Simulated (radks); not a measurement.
Values are calculated unless marked as measured or tabulated.
All-electron atom: V V in [Ar] 3d1. Code: a radial shooting solver on a logarithmic mesh with Libxc functionals. Model: Dirac Kohn-Sham, LDA (Slater exchange, Perdew-Wang correlation), spin-unpolarised, spherical densities, finite nucleus; open shells are shared between the two j in proportion to 2j + 1; Fermi nuclear charge, rms radius 3.6002 fm.

Unscreened Slater integrals over Kohn-Sham orbitals (hartree). Large and small components are both included.

integral,value
"F0(3d5/2,3d5/2)",0.84719
"F2(3d5/2,3d5/2)",0.40695
"F4(3d5/2,3d5/2)",0.25631
"F0(3d5/2,3d3/2)",0.84802
"F2(3d5/2,3d3/2)",0.40727
"G2(3d5/2,3d3/2)",0.40703
"G4(3d5/2,3d3/2)",0.25636
"F0(3d5/2,3p3/2)",0.88298
"F2(3d5/2,3p3/2)",0.42835
"G1(3d5/2,3p3/2)",0.52890
"G3(3d5/2,3p3/2)",0.32485
"F0(3d5/2,3p1/2)",0.88608
"G3(3d5/2,3p1/2)",0.32597
"F0(3d3/2,3d3/2)",0.84886
"F2(3d3/2,3d3/2)",0.40760
"F0(3d3/2,3p3/2)",0.88388
"F2(3d3/2,3p3/2)",0.42869
"G1(3d3/2,3p3/2)",0.52910
"G3(3d3/2,3p3/2)",0.32498
"F0(3d3/2,3p1/2)",0.88699
"G1(3d3/2,3p1/2)",0.53173
"F0(3p3/2,3p3/2)",0.92861
"F2(3p3/2,3p3/2)",0.46781
"F0(3p3/2,3p1/2)",0.93202
"G2(3p3/2,3p1/2)",0.46920
"F0(3p1/2,3p1/2)",0.93547
